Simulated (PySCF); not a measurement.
# Si2BH2O4F3

The system: Si2BH2O4F3, a silylene (divalent Si1, bonded to 2 O); neutral, singlet. The structure, one conformer, was relaxed in the gas phase by PBE0-D3(BJ)/def2-SVP. No frequency run checks that it is a minimum.

SMILES: OB(O)O[Si]O[Si](F)(F)F

```xyz
12

Si    0.584   -1.216   -1.975
O     1.592   -0.305   -0.998
B     1.399    0.634   -0.008
O     2.348    0.877    0.930
O     0.223    1.322    0.003
O    -0.865   -1.166   -1.119
Si   -1.845   -0.695    0.080
F    -2.568    0.698   -0.195
F    -3.003   -1.784    0.238
F    -1.102   -0.643    1.497
H     3.122    0.318    0.813
H     0.154    1.927    0.749
```
(Å; atoms numbered from 1)

Shieldings: GIAO PBE0/pcSseg-1. Shifts are against computed references at the same level: H TMS (σ 31.27 ppm), Si TMS (σ 352.0 ppm). Core levels by delta-SCF with SCAN, pcX-2 on the ionised atom and pcseg-1 elsewhere, spin-free X2C (2p3/2 is the spin-free 2p value less a third of a first-order spin-orbit splitting); from the vacuum level, for chosen atoms.

Task: Give the NMR and core-level values of the distinct atoms.

Result: 
```json
{"atoms": "Si1", "bonded to": "2 O", "σ (ppm)": "318.6", "δ (ppm)": "33.4", "core level (eV)": "2p3/2 108.84"}
{"atoms": "O2", "bonded to": "1 B + 1 Si", "σ (ppm)": "101.9", "δ (ppm)": "-", "core level (eV)": "1s 538.71"}
{"atoms": "B3", "bonded to": "3 O", "σ (ppm)": "83.6", "δ (ppm)": "-", "core level (eV)": "1s 198.88"}
{"atoms": "O4", "bonded to": "1 B + 1 H", "σ (ppm)": "240.5", "δ (ppm)": "-", "core level (eV)": "1s 539.64"}
{"atoms": "O5", "bonded to": "1 B + 1 H", "σ (ppm)": "237.4", "δ (ppm)": "-", "core level (eV)": "-"}
{"atoms": "O6", "bonded to": "2 Si", "σ (ppm)": "153.4", "δ (ppm)": "-", "core level (eV)": "1s 538.92"}
{"atoms": "Si7", "bonded to": "3 F + 1 O", "σ (ppm)": "462.7", "δ (ppm)": "-110.7", "core level (eV)": "-"}
{"atoms": "F8", "bonded to": "1 Si", "σ (ppm)": "334.0", "δ (ppm)": "-", "core level (eV)": "-"}
{"atoms": "F9", "bonded to": "1 Si", "σ (ppm)": "334.4", "δ (ppm)": "-", "core level (eV)": "-"}
{"atoms": "F10", "bonded to": "1 Si", "σ (ppm)": "329.7", "δ (ppm)": "-", "core level (eV)": "-"}
{"atoms": "H11", "bonded to": "1 O", "σ (ppm)": "27.98", "δ (ppm)": "3.29", "core level (eV)": "-"}
{"atoms": "H12", "bonded to": "1 O", "σ (ppm)": "27.83", "δ (ppm)": "3.44", "core level (eV)": "-"}
```

Values are those of this one static structure; atoms that internal rotation interchanges would show their mean in an NMR spectrum.

Task: Which of O2, O4, O6 holds its core electrons tightest, and by how much against the loosest?

Result: O4 (bonded to 1 B + 1 H), by 0.93 eV over O2 (bonded to 1 B + 1 Si).

Task: By CAM-B3LYP/def2-SVPD (TDDFT singlets, Tamm-Dancoff triplets, ionisation by delta-SCF), where does absorption start, and what does vertical ionisation take?

Result: The lowest singlet lies at 5.30 eV (f 0.125), the strongest of the first 6 at 7.57 eV (f 0.223), the lowest triplet at 3.03 eV; vertical ionisation takes 10.41 eV.

The 3 runs behind this took 3.6 min in all, one thread each of Intel Xeon Platinum 8488C on a shared host, launched as `OMP_NUM_THREADS=1 python cluster_run.py task.json out`.
